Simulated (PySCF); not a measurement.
Compound: C₅H₁₀N₂OSi.
Numbering: `[CH3:1][O:2][c:3]1[cH:4][cH:5][cH:6][n:7]1[SiH2:8][NH2:9]`

Structure used (PBE0-D3(BJ)/def2-SVP), in Å, numbered top down from 1:
```
atom  x, y, z in Å
C1    -2.4941   -1.6407   -0.1183
O2    -1.1297   -1.3281   -0.0686
C3    -0.8230   -0.0213   -0.1545
C4    -1.5824    1.1203   -0.2890
C5    -0.6469    2.2033   -0.3236
C6     0.6123    1.6733   -0.2118
N7     0.5077    0.2925   -0.1058
Si8    1.8382   -0.8880    0.0668
N9     3.3546   -0.0860    0.1231
H10   -3.0440   -1.1669    0.7141
H11   -2.9459   -1.3115   -1.0708
H12   -2.5798   -2.7312   -0.0344
H13   -2.6657    1.1822   -0.3543
H14   -0.8877    3.2603   -0.4234
H15    1.5885    2.1512   -0.1944
H16    1.6300   -1.6294    1.3385
H17    1.8178   -1.7903   -1.1148
H18    3.6507    0.4250    0.9461
H19    3.7914    0.2740   -0.7168
```

Definitions: NICS(0) = −σiso at the ring centroid; NICS(1) = −σiso and NICS(1)zz = −σzz at ±1 Å along the ring normal z. Level: GIAO CAM-B3LYP/pcSseg-1 (PySCF, non-relativistic, gas phase) on the PBE0-D3(BJ)/def2-SVP geometry, one conformer.

Ring bond lengths (Å): C3–C4 1.378, C4–C5 1.431, C5–C6 1.371, C6–N7 1.389, N7–C3 1.368.

Task: Give the NICS values of each ring in ppm.

Result: 
```tsv
ring	type	NICS(0)	NICS(1), two faces	NICS(1)zz, two faces	rms pucker (Å)	centre to ring atoms, mean (Å)
C3–C4–C5–C6–N7	5-membered ring with N; formal bonds all aromatic	-13.0	-9.9 / -9.9	-24.9 / -24.9	0.00	1.18
```

Task: What do they say, and how far can they be read as aromaticity?

Result: 
- C3–C4–C5–C6–N7: mean NICS(1)zz -24.9 ppm, shielded, aromatic by this magnetic criterion (flat ring, no four-coordinate atom).

Task: What does the geometric index give? HOMA takes Krygowski's 1993 parameters.

Result: 
- C3–C4–C5–C6–N7: HOMA 0.80; the largest term is that of C4–C5, α(R − Ropt)² = 0.49. The geometric and the magnetic index point the same way.

Task: What field does 11.7 T along the ring normal induce along that normal at the first NICS(1) probe listed for ring C3–C4–C5–C6–N7, 1 Å off the ring?

Result: NICSzz × B0 = -24.9 ppm × 11.7 T = -291 μT, against the applied field.

Task: What are the shieldings of the ring atoms and their hydrogens in the same run (means over atoms taken as equivalent)?

Result: 
```json
{"atoms": "C3", "environment": "aromatic carbon bearing oxygen", "σ isotropic (ppm)": "21.2", "principal values of the symmetric part, first atom (ppm)": "-44.6, 31.7, 76.4"}
{"atoms": "C4", "environment": "aromatic CH carbon", "σ isotropic (ppm)": "93.0", "principal values of the symmetric part, first atom (ppm)": "36.6, 79.6, 162.8"}
{"atoms": "C5", "environment": "aromatic CH carbon", "σ isotropic (ppm)": "64.1", "principal values of the symmetric part, first atom (ppm)": "-25.4, 59.3, 158.4"}
{"atoms": "C6", "environment": "aromatic CH next to a ring nitrogen", "σ isotropic (ppm)": "64.1", "principal values of the symmetric part, first atom (ppm)": "-26.0, 80.8, 137.5"}
{"atoms": "N7", "environment": "pyrrole-type nitrogen", "σ isotropic (ppm)": "91.4", "principal values of the symmetric part, first atom (ppm)": "30.2, 81.6, 162.4"}
{"atoms": "H13", "environment": "aromatic hydrogen", "σ isotropic (ppm)": "26.10", "principal values of the symmetric part, first atom (ppm)": "22.4, 26.9, 29.0"}
{"atoms": "H14", "environment": "aromatic hydrogen", "σ isotropic (ppm)": "25.17", "principal values of the symmetric part, first atom (ppm)": "22.7, 25.4, 27.4"}
{"atoms": "H15", "environment": "aromatic hydrogen", "σ isotropic (ppm)": "25.12", "principal values of the symmetric part, first atom (ppm)": "20.6, 26.5, 28.3"}
```

Task: How do the values depend on the level or the medium?

Result: 
```json
{"level": "CAM-B3LYP/pcSseg-1, gas", "NICS(0), C3–C4–C5–C6–N7": "-13.0", "mean NICS(1)zz, C3–C4–C5–C6–N7": "-24.9"}
{"level": "PBE0/pcSseg-1, gas", "NICS(0), C3–C4–C5–C6–N7": "-13.3", "mean NICS(1)zz, C3–C4–C5–C6–N7": "-25.1"}
```

The geometry is the same throughout.
